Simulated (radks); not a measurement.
Values are calculated unless marked as measured or tabulated.
Neutral thulium: order these configurations by energy. Level of theory: scalar-relativistic Kohn-Sham, BLYP, spin-polarised, spherical densities, finite nucleus; Fermi nuclear charge, rms radius of each element as measured or else 0.836 A^(1/3) + 0.57 fm (a radial shooting solver on a logarithmic mesh with Libxc functionals). Open shells are filled with parallel spins first. [Xe] 4f12 5d1 6s2; [Xe] 4f12 6s2 6p1; [Xe] 4f13 5d1 6s1; [Xe] 4f13 6s1 6p1; [Xe] 4f13 6s2.

Answer. From the lowest, in eV above it: [Xe] 4f13 6s2 0.000; [Xe] 4f13 6s1 6p1 2.564; [Xe] 4f13 5d1 6s1 2.761; [Xe] 4f12 5d1 6s2 4.036; [Xe] 4f12 6s2 6p1 5.355.
